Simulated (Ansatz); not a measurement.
Clusters of 6 atoms, IV-VI: PBE-D4/def2-TZVPD single points in Ansatz on relaxed structures, gas phase. Each cluster is the lowest isomer that a short search found in that spin, judged at the geometry's level, and lower ones may exist. Core potentials for Pb, Sn, Te, no spin–orbit coupling. HOMO and LUMO are taken over both spins. Binding counts from free atoms in the multiplicity of their measured ground term, without zero-point energy. Singlets are spin-restricted. The spins of the ions were chosen, not always searched. A dash marks a value that wasn't run or was left out as unsound. The structures are stationary points that may keep the symmetry of their start. Remarks come from the PBE and PBE0 runs and from stability tests at other levels; not every state was tested. A HOMO above zero means that the electron is unbound at that level and held by the basis, or that self-interaction error raises the level; the energy of removing that electron tells which. HOMO above LUMO (over both spins in singlets and doublets, within one spin in higher multiplets; at PBE or PBE0), or a gap under 0.15 eV within one spin, warns that the state may not be the lowest or that an electron is smeared out.

```
                 species  atoms    state            geometry  HOMO (eV)  LUMO (eV)  gap (eV)  vertical EA (eV)  binding per atom (eV)  lowest of the spins relaxed  point group (within 0.1 Å)                                                                                                                 remarks
                  Ge2O4⁻      6  doublet    PBE-D4/def2-SVPD      -1.10      -0.16      0.94                 –                      –  doublet, of doublet/quartet                          Cs                                                                                                                       –
                   Sn3S3      6  singlet  r2SCAN-D4/def2-SVP      -5.45      -3.67      1.78              1.62                   3.36                            –                         C2v                                                                                            HOMO above zero (-1 doublet)
Sn2O4 (with 2 O–O bonds)      6  singlet  r2SCAN-D4/def2-SVP      -5.45      -2.90      2.56              0.67                   3.49                            –                           –  restricted SCF unstable in HF, HOMO above zero (-1 doublet), gap within one spin near zero at PBE or PBE0 (-1 doublet)
                  Te4Pb2      6  singlet     PBE-D4/def2-SVP      -4.75      -3.01      1.74              1.26                   2.64                            –                          C2                                 HOMO above zero (-1 doublet), gap within one spin near zero at PBE or PBE0 (-1 doublet)
                  Ge2S4⁻      6  doublet    PBE-D4/def2-SVPD      -1.34      -0.64      0.70                 –                      –                            –                          Cs                                                                                                                       –
                   Si2O4      6  singlet    PBE0-D4/def2-SVP      -8.11      -4.28      3.83              1.85                   5.17                            –                         D2h                                                                                            HOMO above zero (-1 doublet)
                 Si3Se3⁻      6  doublet    PBE-D4/def2-SVPD      -0.97      -0.36      0.62                 –                      –                            –                          Cs                                                                                                                       –
```

The gap (eV) runs from 0.62 (Si3Se3⁻) to 3.83 (Si2O4). The vertical EA (eV) runs from 0.67 (Sn2O4 (with 2 O–O bonds)) to 1.85 (Si2O4).
